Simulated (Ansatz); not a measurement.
A structure relaxed at PBE0-D4/def2-TZVP, charge 0, multiplicity 1:

Cartesian coordinates in Å:
```
C 0.0696 1.5064 -1.9685
O 0.6958 1.1254 -0.7919
Cu 0.3072 -0.0791 0.4365
P -0.0802 -1.4854 1.9306
F 1.0205 -1.7957 2.9753
F -0.4263 -2.9285 1.4870
F -1.2718 -1.2307 2.8873
H 0.6585 2.2897 -2.4665
H -0.9378 1.9194 -1.8027
H -0.0353 0.6786 -2.6872
```

(1) Give its formula and SMILES.

(2) Summarise the bond lengths by kind.

Answers

(1) CH3CuF3OP, `C[O][Cu-][P+](F)(F)F`.

(2) 1 × C–O 1.386 Å; 3 × C–H 1.099 to 1.101 Å; 1 × Cu–O 1.764 Å; 1 × Cu–P 2.088 Å; 3 × F–P 1.549 Å.

Program: Ansatz 0.2.0.
